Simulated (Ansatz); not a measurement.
System: TlCl, net charge -1, doublet state. SMILES of the parent species: [Cl][Tl]

Atoms: Tl1, Cl2. Bonds: Tl1-Cl2.

Bond lengths (Å) and angles (degrees) optimised at HF/6-31G* with LANL2DZ past Ar with Ansatz (a first-principles code); PBE/6-31G* with LANL2DZ past Ar with Ansatz; B3LYP/LANL2DZ with Ansatz; B3LYP/6-31G* with LANL2DZ past Ar with Ansatz; MP2/6-31G* with LANL2DZ past Ar with Ansatz, each started from the B3LYP-D3(BJ)/def2-TZVP structure (Ansatz) of the last column. A row stands for all coordinates that are equal there. 6-31G* holds six Cartesian d functions.

```csv
coordinate,HF/6-31G* with LANL2DZ past Ar,PBE/6-31G* with LANL2DZ past Ar,B3LYP/LANL2DZ,B3LYP/6-31G* with LANL2DZ past Ar,MP2/6-31G* with LANL2DZ past Ar,B3LYP-D3(BJ)/def2-TZVP
Tl1-Cl2,2.896,2.855,2.877,2.871,2.838,2.737
```

Mean signed difference of all 1 bond lengths from B3LYP-D3(BJ)/def2-TZVP: HF/6-31G* with LANL2DZ past Ar 0.159 Å, PBE/6-31G* with LANL2DZ past Ar 0.118 Å, B3LYP/LANL2DZ 0.140 Å, B3LYP/6-31G* with LANL2DZ past Ar 0.134 Å, MP2/6-31G* with LANL2DZ past Ar 0.101 Å.
